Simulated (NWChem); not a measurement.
# SnH2, singlet; SMILES [SnH2]

All runs: NWChem. Low-valent species are run as closed-shell singlets; no triplet was tried in these runs. Structure relaxed at the PBE0/def2-SVP level. def2 effective core potentials on Sn; no spin-orbit coupling. Ions are spin-unrestricted doublets at the neutral geometry; other ion states weren't tried. Functional: LC-ωPBE (HJS hole) with def2-SVP; rows give the range parameter ω in 1/bohr.

Question: At which range parameter does −ε(HOMO) equal the ΔSCF ionisation energy (optimal tuning)?

Answer: about 0.39 per bohr, by linear interpolation in these runs:
```csv
range parameter (1/bohr),"vertical ionisation energy, ΔSCF (eV)",−ε(HOMO) (eV),ΔSCF minus −ε(HOMO) (eV)
0.20,8.90,8.03,0.87
0.25,8.91,8.37,0.54
0.35,8.93,8.85,0.08
0.60,8.97,9.36,-0.39
0.80,8.97,9.48,-0.51
```
